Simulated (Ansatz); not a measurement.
`C[NH][GeH2][NH]C` + `[SiH3][GeH2][Cl]` → `C[NH][GeH2][Cl]` + `C[NH][GeH2][SiH3]`  (redistribution)

Program: Ansatz. Geometries: PBE0-D4/def2-TZVP. ΔE: electronic, gas phase. CBS: MP2 limit from def2 TZ/QZ plus the TZ coupled-cluster correction, frozen cores. DFT in def2-TZVPP. B3LYP here is the variant with VWN-RPA as its local correlation; programs differ in this. For Ge outer-core shells are correlated without core-valence functions, which leaves a few kJ/mol of doubt a bond. Scalar relativity is left out up to krypton. One conformer a species, not always the lowest.

```tsv
level	ΔE (kJ/mol)	difference from CCSD(T)/CBS
PBE-D4	-3.8	-3.6
r2SCAN-D4	-2.5	-2.3
PBE0-D4	-1.4	-1.2
B3LYP-D4	-0.8	-0.6
ωB97X-V	0.3	0.5
ωB97M-V	0.6	0.8
B2PLYP	-1.0	-0.8
PBE	-4.1	-3.9
r2SCAN	-2.7	-2.5
PBE0	-1.7	-1.5
B3LYP	-1.3	-1.1
HF/def2-TZVPP	2.7	2.9
MP2/def2-TZVPP	-0.6	-0.4
SCS-MP2/def2-TZVPP	-0.2	0.0
CCSD/def2-TZVPP	0.3	0.5
CCSD(T)/def2-TZVPP	-0.8	-0.6
HF/def2-QZVPP	2.8	3.0
MP2/def2-QZVPP	-0.3	-0.1
SCS-MP2/def2-QZVPP	0.1	0.3
HF/CBS(def2)	2.8	3.0
MP2/CBS(def2)	-0.1	0.1
CCSD/CBS(def2)	0.8	1.0
CCSD(T)/CBS	-0.2	0
```

Largest T1 diagnostic among the species: 0.012.

In def2-TZVPP, CCSD(T) changes the Hartree–Fock value by −3.5 kJ/mol (the triples alone add −1.1 kJ/mol) and MP2 by −3.3 kJ/mol.

CCSD(T)/CBS has its own doubt, a few kJ/mol and more with outer-core shells, so smaller differences from it don't rank the levels.
